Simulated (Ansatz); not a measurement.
Consider the ligand exchange at a Ge–C bond: `C[CH2][Ge][NH2]` + CH₃OH → `C[O][Ge][NH2]` + `CC`.

Computed with Ansatz on PBE0-D4/def2-TZVP structures; ΔE is electronic, products minus reactants. CCSD(T)/CBS is the MP2 limit (def2-TZVPP, def2-QZVPP) plus CCSD(T) − MP2 in def2-TZVPP, frozen cores. This one scheme is used for every species. DFT in def2-TZVPP. HSE06 is defined as in plane-wave codes. For Ge outer-core shells are correlated without core-valence functions, which leaves a few kJ/mol of doubt a bond. Scalar relativity is left out up to krypton. One conformer a species, not always the lowest.

`C[CH2][Ge][NH2]`:

```xyz
11

C    -1.335   -0.552   -0.329
C    -0.159   -0.678    0.638
Ge    0.495    1.146    1.170
N     1.675    1.322   -0.203
H    -1.037   -0.064   -1.261
H    -1.756   -1.527   -0.591
H    -2.149    0.042    0.099
H     0.657   -1.253    0.186
H    -0.471   -1.215    1.539
H     1.866    0.618   -0.901
H     2.213    2.161   -0.349
```

CH₃OH:

```xyz
6

C    -0.167   -0.275   -0.152
O     0.354    1.030   -0.052
H    -0.632   -0.359   -1.134
H    -0.934   -0.479    0.606
H     0.612   -1.044   -0.077
H     0.768    1.128    0.808
```

`C[O][Ge][NH2]`:

```xyz
9

C    -1.728    0.132    0.133
O    -0.375    0.106   -0.241
Ge    0.899   -0.358    0.940
N     2.241   -0.146   -0.259
H    -1.887   -0.156    1.182
H    -2.134    1.140   -0.004
H    -2.303   -0.555   -0.496
H     3.211   -0.303   -0.044
H     2.078    0.143   -1.212
```

`CC`:

```xyz
8

C     0.051    0.456   -0.605
C    -0.051   -0.456    0.605
H     0.657    1.339   -0.389
H     0.511   -0.057   -1.453
H    -0.933    0.803   -0.927
H    -0.657   -1.339    0.389
H    -0.511    0.058    1.453
H     0.933   -0.803    0.927
```

Task: Is it downhill or uphill in electronic energy at CCSD(T)/CBS, and by how much? (Estimate.)

Result: The calculation gave: Downhill: ΔE = -106.6 kJ/mol.

Task: What do these levels give: LDA (SPW92), PBE-D4, BLYP-D4, r2SCAN-D4, ωB97X-V, PBE0, HSE06, RPA@PBE/def2-TZVPP, CCSD(T)/def2-TZVPP, HF/CBS(def2), MP2/CBS(def2), CCSD/CBS(def2)? (Estimate.)

Result: Ansatz gave: LDA (SPW92) -110.9, PBE-D4 -109.2, BLYP-D4 -117.3, r2SCAN-D4 -117.1, ωB97X-V -114.4, PBE0 -109.0, HSE06 -108.7, RPA@PBE/def2-TZVPP -106.9, CCSD(T)/def2-TZVPP -108.1, HF/CBS(def2) -121.7, MP2/CBS(def2) -109.1, CCSD/CBS(def2) -106.8 kJ/mol.

Task: What do rigid-rotor, harmonic-oscillator terms from PBE0-D4/def2-TZVP frequencies (298.15 K, 1 bar) make of the CCSD(T)/CBS value? (Estimate.)

Result: Computed: ΔZPE = -0.1 kJ/mol, ΔH = -106.8 kJ/mol, ΔS = -20 J/(mol·K), ΔG = -100.9 kJ/mol. Modes under 50 cm⁻¹ make the entropy rough.

Largest T1 diagnostic among the species: 0.014.

From BLYP to BHLYP (50 % exact exchange), in def2-TZVPP and without D4, ΔE moves by +3.0 kJ/mol. At CCSD(T), def2-SVP lies −9.7 kJ/mol from the extrapolated value and def2-TZVPP −1.4 kJ/mol.
